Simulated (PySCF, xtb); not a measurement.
BBr3, SMILES BrB(Br)Br.

The structure is a stationary point at r2SCAN-D4/def2-SVP. The isomer is the one that the SMILES or the coordinates give; other isomers of the formula were not compared.

Method: C-PCM-ωB97X/def2-SVP (PySCF 2.14.0).

The values are the electrostatic part of the solvation free energy, E(continuum) − E(gas) at the gas-phase geometry, in a cavity of scaled van der Waals radii (PySCF's table); cavitation and dispersion terms are not included. In vacuum the orbital gap is 10.73 eV. The dipole moment in vacuum is 0.00 D.

Question: Estimate the values in water (ε = 78.36), ethanol (ε = 24.85), chlorobenzene (ε = 5.70). (Estimate from the structure and the level; the computed values follow.)

Answer: 
```json
[
 {"solvent": "water", "ε": "78.36", "ΔG(elec) (kcal/mol)": "-0.8", "dipole (D)": "0.00", "gap (eV)": "10.80"},
 {"solvent": "ethanol", "ε": "24.85", "ΔG(elec) (kcal/mol)": "-0.8", "dipole (D)": "0.00", "gap (eV)": "10.80"},
 {"solvent": "chlorobenzene", "ε": "5.70", "ΔG(elec) (kcal/mol)": "-0.7", "dipole (D)": "0.00", "gap (eV)": "10.79"}
]
```

For comparison, GFN2-xTB/ALPB(water) (xtb, at the GFN2-xTB geometry, all terms of that model) gives -1.2 kcal/mol.
